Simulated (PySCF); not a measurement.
# Atomic charges by several schemes

Compound: CF3OCF3, C₂F₆O.
SMILES with atom numbers: `[F:1][C:2]([F:3])([F:4])[O:5][C:6]([F:7])([F:8])[F:9]`

Geometry (PBE0-D3(BJ)/def2-SVP, Å), atoms numbered from 1 in this order:
```xyz
9
C2F6O angstrom
F      1.4205    1.6791   -2.0469
C      1.9352    1.0519   -1.0014
F      3.2382    0.9664   -1.1379
F      1.6588    1.7550    0.0825
O      1.4661   -0.2307   -0.8964
C      0.1335   -0.5102   -1.0421
F     -0.2284   -0.4755   -2.3128
F     -0.6254    0.3420   -0.3706
F     -0.0512   -1.7235   -0.5753
```

Density: PBE0/pcSseg-1 (PySCF); schemes: Mulliken, IAO, Hirshfeld and ESP-fitted. Geometry: PBE0-D3(BJ)/def2-SVP; no solvent, vibrations or thermal averaging.

**Question.** For which atoms does the sign change between the 4 schemes (beyond +0.03 e in one, beyond −0.03 e in another)?

**Answer.** For none.

**Question.** Do the Mulliken, IAO, Hirshfeld and ESP-fitted schemes agree on where the charge is highest?

**Answer.** All schemes pick atoms of one kind: Mulliken C2 and C6 (+0.941); IAO C2 and C6 (+0.961); Hirshfeld C2 and C6 (+0.319); ESP-fitted C6 (+0.661).

**Question.** What partial charge does each atom carry?

**Answer.** In e:

| atom | environment | Mulliken | IAO | Hirshfeld | ESP-fitted |
| --- | --- | --- | --- | --- | --- |
| F1 | fluorine of a CF3 group | -0.242 | -0.265 | -0.082 | -0.164 |
| C2 | CF3 carbon | +0.941 | +0.961 | +0.319 | +0.649 |
| F3 | fluorine of a CF3 group | -0.220 | -0.250 | -0.071 | -0.148 |
| F4 | fluorine of a CF3 group | -0.236 | -0.262 | -0.085 | -0.160 |
| O5 | ether oxygen | -0.485 | -0.368 | -0.160 | -0.357 |
| C6 | CF3 carbon | +0.941 | +0.961 | +0.319 | +0.661 |
| F7 | fluorine of a CF3 group | -0.237 | -0.262 | -0.086 | -0.163 |
| F8 | fluorine of a CF3 group | -0.242 | -0.265 | -0.082 | -0.167 |
| F9 | fluorine of a CF3 group | -0.220 | -0.250 | -0.071 | -0.150 |

Mean size of the charges over all atoms: IAO 0.427 e, Mulliken 0.418 e, ESP-fitted 0.291 e, Hirshfeld 0.142 e. Each set sums to the total charge, 0, to within 0.001 e. The Mulliken scheme gives each basis function's population to the atom it is centred on and halves the overlap population of two atoms between them. The ESP scheme is a least-squares fit of atom-centred charges to the potential on four shells outside the van der Waals surface, with the total charge fixed.

**Question.** Sum the charges by element, for elements with more than one atom.

**Answer.** 
```json
{"element": "F", "atoms": "6", "Mulliken": "-1.397", "IAO": "-1.554", "Hirshfeld": "-0.478", "ESP-fitted": "-0.953"}
{"element": "C", "atoms": "2", "Mulliken": "+1.882", "IAO": "+1.921", "Hirshfeld": "+0.638", "ESP-fitted": "+1.310"}
```

**Question.** How many electrons does the IAO scheme count on F8?

**Answer.** Z − q = 9 − (-0.265) = 9.265.
